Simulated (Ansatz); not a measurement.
Species: C$_{2}$H$_{3}$NO, SMILES `NC#CO` (charge 0, multiplicity 1), formula C₂H₃NO.

### Question
How many basis functions does frozen-core CCSD(T)/cc-pVQZ // B3LYP-D3(BJ)/def2-TZVP run with Ansatz (a first-principles code) use, how many core orbitals are frozen, and how many electrons are correlated?

### Answer
310 basis functions and 4 frozen orbitals, which leaves 22 correlated electrons. Core time is of the order of minutes.
